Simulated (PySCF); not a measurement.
# One molecule, several mistakes: FH4N2Si anion

These are calculations, not measurements. The program is PySCF 2.14.0, an open-source quantum chemistry code, run on an isolated molecule that a program drew, which may never have been made. The molecule is FH4N2Si anion (charge -1, singlet), drawn as the SMILES string `N[Si-](N)F`.

Each row is a Hartree-Fock (HF) and frozen-core CCSD(T) single point in the aug-cc-pV(D+d)Z basis, meant for a local HF minimum. Run 1 is clean. Each other run has one planted mistake out of seven kinds, and not every kind appears here: one electron removed, one electron added, multiplicity raised by two, geometry at a saddle point, minimal basis STO-3G, one bond length entered in bohr, all coordinates scaled. The reference is restricted for singlets and unrestricted otherwise, and also for a bond in bohr. Adding or removing an electron swaps singlet and doublet. Electrons count all cores. HOMO and LUMO are orbital energies over both spins, the gradient is its largest component, and the lowest frequency (negative if imaginary) is given only where the gradient is small. Bond lengths are over the 7 bonds as drawn. T1 is the CCSD diagnostic: over 0.02 (restricted) or 0.045 (unrestricted) a single reference is doubtful.

Geometry of the clean run:
```xyz
8
FH4N2Si anion, angstrom
N    -0.7746    2.6286   -0.6004
Si    0.1443    1.0753   -0.6611
N     0.7590    1.0926    1.0366
F     1.5579    1.6451   -1.4520
H    -1.2488    2.8302   -1.4610
H    -0.2201    3.4382   -0.3694
H     1.3117    0.2846    1.2553
H     1.3072    1.9031    1.2793
```

```
run  electrons  basis functions  <S^2>  HOMO (eV)  LUMO (eV)  gradient (hartree/bohr)  lowest frequency (cm^-1)  mean bond (Å)  longest bond (Å)      T1  HF (hartree)  CCSD(T) (hartree)                          mistake
  1         42              137  0.000      -2.26       4.06                  2.5e-05                       101         1.3358             1.806  0.0162    -499.72888         -500.47119                         no fault
  2         42              137  0.000      -4.85       3.73                  2.4e-02                         -         1.5541             3.245  0.0198    -499.65007         -500.39938  one bond length entered in bohr
  3         42              137  0.000      -1.35       4.14                  3.4e-05                      -299         1.3336             1.808  0.0182    -499.66177         -500.41980       geometry at a saddle point
  4         41              137  0.753     -11.04      -0.26                  1.0e-01                         -         1.3358             1.806  0.0166    -499.69073         -500.39614             one electron removed
  5         42              137  2.003       0.93       2.99                  1.0e-01                         -         1.3358             1.806  0.0562    -499.65505         -500.36890                                ?
  6         42              137  0.000      -1.58       4.04                  7.8e-02                         -         1.2330             1.667  0.0157    -499.67663         -500.40119                                ?
```

**Which mistake was planted in run 5, and what did it cost?**

Electrons, basis and geometry are unchanged, and <S^2> is 2.003, beside S(S+1) = 2.00 for a multiplicity of 3. So the mistake is: multiplicity raised by two. Subtracting run 1 and multiplying by 627.51 kcal/mol a hartree, the energy moved by 46.3 kcal/mol in HF and 64.2 kcal/mol in CCSD(T).

**Which mistake was planted in run 6, and what did it cost?**

The mean and the longest bond both change by the same factor, 0.923, and the gradient is no longer small. So the mistake is: all coordinates scaled. Subtracting run 1 and multiplying by 627.51 kcal/mol a hartree, the energy moved by 32.8 kcal/mol in HF and 43.9 kcal/mol in CCSD(T).

Cautions from the logs. Run 5: T1 is over the limit, so its CCSD(T) energy is less reliable and the HOMO is above zero, so the electron isn't bound and the energy depends on the basis.
